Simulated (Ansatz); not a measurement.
Consider the formal hydrolysis of the Al–Br bond: `[CH3][Al]([Br])[Br]` + H₂O → `[CH3][Al]([OH])[Br]` + HBr.

Calculated with Ansatz (gas phase, PBE0-D4/def2-TZVP geometries, no zero-point term in ΔE). CBS: MP2 limit from def2 TZ/QZ plus the TZ coupled-cluster correction, frozen cores. This one scheme is used for every species. Functionals use def2-TZVPP. For Br outer-core shells are correlated without core-valence functions, which leaves a few kJ/mol of doubt a bond. Scalar relativity is left out up to krypton. One conformer a species, not always the lowest.

```csv
level,ΔE (eV)
LDA (SPW92),0.17
BHLYP,0.18
RPA@PBE/def2-TZVPP,0.16
SCS-MP2/def2-QZVPP,0.24
```

Question: What does CCSD(T)/CBS give? (An estimate is asked.)

Answer: The calculation gave: +0.28 eV. The listed levels differ from it by -0.11, -0.10, -0.12, -0.04 eV.

Largest T1 diagnostic among the species: 0.009.

Leaving LDA and LC-ωPBE aside and taking each functional with its dispersion term where it has one, the values, not all of them listed here, spread over 0.16 eV, from CAM-B3LYP-D4 to HSE06-D4. LDA lies −0.05 eV from PBE without D4. From r2SCAN to r2SCAN0 (25 % exact exchange), in def2-TZVPP and without D4, ΔE moves by +0.04 eV.
